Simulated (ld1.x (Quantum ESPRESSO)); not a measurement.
**LDA (PZ) TM dataset for B (Z = 5), scalar-relativistic all-electron reference.**

boron (B), norm-conserving Troullier–Martins (Kleinman–Bylander form), made with ld1.x (Quantum ESPRESSO) 7.5 (LDA (PZ), scalar-relativistic). Core [He], reference 2s2 2p1. Waves: 2p (bound): rc 2.00 bohr; 2s (bound): rc 0.95 bohr. Local part: the s channel. Core correction: none.

- Cutoffs needed: 70 Ry and 160 Ry (the cutoffs (Ry, on a coarse ladder) from which the occupation-weighted sum of valence levels, in a spherical-Bessel basis at the reference potential, stays within 10 and 1 mRy of its value at 400 Ry)
- Ghost test: no extra level below or beside the all-electron valence levels (p, s, d, f tested) (spherical-Bessel basis up to 400 Ry, 20 bohr box)
- Largest excitation error: +141 meV (all-electron minus pseudo) for 2s1 2p0, out of 7 test configurations
